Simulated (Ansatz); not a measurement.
C4H5F (SMILES C=CC(=C)F) moved off its minimum; all values from Ansatz (a first-principles code), cores frozen in correlated methods.
(charge 0, multiplicity 1)
```xyz
10

C     -1.8487    -0.0288     0.0857
C     -0.9649    -0.4806    -0.5931
C      0.5123     0.1092    -0.0011
C      1.6105     0.0783    -0.8609
F      0.5894     0.6462     1.1418
H     -1.9171     0.3057     1.1434
H     -2.7021    -0.5923    -0.3871
H     -0.6633    -0.8712    -1.4052
H      1.9154    -0.6702    -1.6786
H      2.5736     0.2776    -0.2153
```

Task: Give the forces (eV/Å), the total energy and the dipole at CCSD(T)/cc-pVTZ.

Result: 
| atom | Fx | Fy | Fz |
|---|---|---|---|
| C1 | -10.919 | -0.023 | 4.376 |
| C2 | 12.451 | 3.139 | 3.464 |
| C3 | -0.016 | -3.369 | -7.009 |
| C4 | 2.140 | -1.331 | 3.104 |
| F5 | -0.330 | 1.401 | 2.738 |
| H6 | 0.417 | 0.189 | -1.289 |
| H7 | -1.142 | 1.483 | 1.261 |
| H8 | 0.531 | -3.220 | -6.078 |
| H9 | -1.562 | 1.459 | 0.959 |
| H10 | -1.569 | 0.273 | -1.526 |
Energy -254.6917 hartree, dipole 1.38 D.

Doubts at one or more of the structures used: a restricted determinant that unrestricted orbitals would lower (CCSD(T)/cc-pVTZ).
